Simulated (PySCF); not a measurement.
H2Si, charge +1, doublet, geometry from GFN2-xTB (a state made from the parent by changing its charge; the spin is typed, not shown lowest), with bond 3-1 at 2.0 times its length; BLYP/def2-SVP in PySCF.

The PySCF input:
```python
from pyscf import gto, scf, dft

mol = gto.M(
    atom='''
Si   -0.001454    0.073868    0.004323
H    -1.335763   -0.546367    0.017598
H     2.713689   -1.049434   -0.160564
''',
    basis='def2-svp',
    charge=1,
    spin=1,
    verbose=4,
)

mf = dft.UKS(mol)
mf.xc = 'blyp'
mf.level_shift = 0.5
mf.max_cycle = 100
mf.kernel()
mf.analyze()
```

Q: What does PySCF print? Leave out banner, timings and long lists.

A: 
```
PySCF version 2.14.0

[INPUT] verbose = 4
[INPUT] num. atoms = 3
[INPUT] num. electrons = 15
[INPUT] charge = 1
[INPUT] spin (= nelec alpha-beta = 2S) = 1
[INPUT] symmetry False subgroup None
[INPUT] Mole.unit = angstrom
[INPUT] Symbol           X                Y                Z      unit          X                Y                Z       unit  Magmom
[...]
nuclear repulsion = 7.68163792136257
number of shells = 14
number of NR pGTOs = 50
number of NR cGTOs = 28
basis = def2-svp
ecp = {}

******** <class 'pyscf.dft.uks.UKS'> ********
method = UKS
initial guess = minao
damping factor = 0
level_shift factor = 0.5
DIIS = <class 'pyscf.scf.diis.CDIIS'>
diis_start_cycle = 1
diis_space = 8
diis_damp = 0
SCF conv_tol = 1e-09
SCF conv_tol_grad = None
SCF max_cycles = 100
direct_scf = True
direct_scf_tol = 1e-13
number electrons alpha = 8  beta = 7
XC library pyscf.dft.libxc version 7.1.2
    S. Lehtola, C. Steigemann, M. J. T. Oliveira, and M. A. L. Marques,  SoftwareX 7, 1–5 (2018)
XC functionals = blyp
    A. D. Becke,  Phys. Rev. A 38, 3098 (1988)
    C. Lee, W. Yang, and R. G. Parr,  Phys. Rev. B 37, 785 (1988)
    B. Miehlich, A. Savin, H. Stoll, and H. Preuss,  Chem. Phys. Lett. 157, 200 (1989)
radial grids:
    Treutler-Ahlrichs [JCP 102, 346 (1995); DOI:10.1063/1.469408] (M4) radial grids

becke partition: Becke, JCP 88, 2547 (1988); DOI:10.1063/1.454033
pruning grids: <function nwchem_prune>
grids dens level: 3
symmetrized grids: False
atomic radii adjust function: <function treutler_atomic_radii_adjust>
small_rho_cutoff = 0
Set gradient conv threshold to 3.16228e-05
tot grids = 38800
init E= -290.258511391095

cycle= 1 E= -290.040115590082  delta_E= 0.218  |g|= 0.21  |ddm|= 0.943
cycle= 2 E= -290.096430154174  delta_E= -0.0563  |g|= 0.0594  |ddm|= 0.467
cycle= 3 E= -290.101819192126  delta_E= -0.00539  |g|= 0.0324  |ddm|= 0.0835
cycle= 4 E= -290.104058170444  delta_E= -0.00224  |g|= 0.0238  |ddm|= 0.0508
cycle= 5 E= -290.105445928253  delta_E= -0.00139  |g|= 0.0182  |ddm|= 0.0381
cycle= 6 E= -290.106347364692  delta_E= -0.000901  |g|= 0.0136  |ddm|= 0.0305
cycle= 7 E= -290.106875930722  delta_E= -0.000529  |g|= 0.0101  |ddm|= 0.0233
cycle= 8 E= -290.107178938901  delta_E= -0.000303  |g|= 0.00755  |ddm|= 0.018
cycle= 9 E= -290.107349915013  delta_E= -0.000171  |g|= 0.00551  |ddm|= 0.0135
cycle= 10 E= -290.107440201362  delta_E= -9.03e-05  |g|= 0.00409  |ddm|= 0.00965
cycle= 11 E= -290.107489972143  delta_E= -4.98e-05  |g|= 0.00307  |ddm|= 0.00728
[...]
converged SCF energy = -290.107560425545  <S^2> = 0.77103714  2S+1 = 2.0209276
**** SCF Summaries ****
Total Energy =                        -290.107560425545330
Nuclear Repulsion Energy =               7.681637921362575
One-electron Energy =                 -412.014242200171452
Two-electron Energy =                  114.225043853263571
Two-electron Coulomb Energy =          135.454040463241171
DFT Exchange-Correlation Energy =      -21.228996609977600
**** MO energy ****
                             alpha | beta                alpha | beta
[...]
To work with the spin densities directly, `use mulliken_meta_spin()` only printing them here.

 ** Mulliken spin pop alpha/beta on meta-lowdin orthogonal AOs **
 ** Mulliken Spin Density (per AO)  **
spin_pop of  0 Si 1s        0.00000
spin_pop of  0 Si 2s        0.00000
spin_pop of  0 Si 3s        0.01018
spin_pop of  0 Si 4s        0.00033
spin_pop of  0 Si 2px      -0.00000
spin_pop of  0 Si 2py       0.00001
spin_pop of  0 Si 2pz      -0.00000
spin_pop of  0 Si 3px      -0.05855
spin_pop of  0 Si 3py       0.19608
spin_pop of  0 Si 3pz       0.00053
spin_pop of  0 Si 4px       0.00034
spin_pop of  0 Si 4py       0.00083
spin_pop of  0 Si 4pz       0.00000
spin_pop of  0 Si 3dxy     -0.00030
spin_pop of  0 Si 3dyz      0.00000
spin_pop of  0 Si 3dz^2     0.00023
spin_pop of  0 Si 3dxz      0.00000
spin_pop of  0 Si 3dx2-y2    0.00080
spin_pop of  1 H 1s        0.00833
spin_pop of  1 H 2s        0.00005
spin_pop of  1 H 2px       0.00016
spin_pop of  1 H 2py      -0.00013
spin_pop of  1 H 2pz       0.00000
spin_pop of  2 H 1s        0.83964
spin_pop of  2 H 2s        0.00136
spin_pop of  2 H 2px       0.00011
spin_pop of  2 H 2py       0.00001
spin_pop of  2 H 2pz       0.00000
 ** Mulliken Spin Density (per atom)  **
spin density of  0 Si =      0.15047
spin density of  1 H =      0.00842
spin density of  2 H =      0.84111
 ** Mulliken pop alpha/beta on meta-lowdin orthogonal AOs **
 ** Mulliken pop       alpha | beta **
[...]
In total             8.00000 | 7.00000
 ** Mulliken atomic charges   ( Nelec_alpha | Nelec_beta ) **
charge of  0Si =      0.89354  (     6.62847      6.47800 )
charge of  1H =     -0.02756  (     0.51799      0.50957 )
charge of  2H =      0.13403  (     0.85354      0.01243 )

WARN: System has nonzero charge 1; the dipole moment is origin-dependent.
Location of origin: [0. 0. 0.]

Dipole moment(X, Y, Z, Debye):  0.80509, -0.58174, -0.06326
```
